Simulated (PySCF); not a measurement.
Si(F)2(H)(NCO) (CHF2NOSi), SMILES O=C=N[SiH](F)F. Atoms are numbered in the order given.

```xyz
7

Si    -0.9250    -0.3634     0.0000
F     -1.5314     0.3734     1.2947
F     -1.5314     0.3734    -1.2947
N      0.7593    -0.1726     0.0000
C      1.9485     0.0043     0.0000
O      3.1037     0.1656     0.0000
H     -1.3200    -1.7756     0.0000
```
Charge 0, spin multiplicity 1.

Geometry optimised at B3LYP-D3(BJ)/def2-SVP. One conformer was computed; it need not be the lowest.

Calculation: PBE/def2-TZVP (PySCF).

Symmetry labels are those of the subgroup Cs that the program uses (full group Cs).

List the valence orbital energies around the gap with their symmetry. (Estimate from the structure and the level; the computed values follow.)


```json
[
 {"orbital": "HOMO−7", "symmetry": "A\"", "energy (eV)": "-11.89"},
 {"orbital": "HOMO−6", "symmetry": "A'", "energy (eV)": "-11.60"},
 {"orbital": "HOMO−5", "symmetry": "A'", "energy (eV)": "-10.92"},
 {"orbital": "HOMO−4", "symmetry": "A\"", "energy (eV)": "-10.57"},
 {"orbital": "HOMO−3", "symmetry": "A\"", "energy (eV)": "-10.28"},
 {"orbital": "HOMO−2", "symmetry": "A'", "energy (eV)": "-9.59"},
 {"orbital": "HOMO−1", "symmetry": "A\"", "energy (eV)": "-8.15"},
 {"orbital": "HOMO", "symmetry": "A'", "energy (eV)": "-8.12"},
 {"orbital": "LUMO", "symmetry": "A\"", "energy (eV)": "-1.23"},
 {"orbital": "LUMO+1", "symmetry": "A'", "energy (eV)": "-1.06"},
 {"orbital": "LUMO+2", "symmetry": "A'", "energy (eV)": "-0.01"},
 {"orbital": "LUMO+3", "symmetry": "A'", "energy (eV)": "0.53"}
]
```
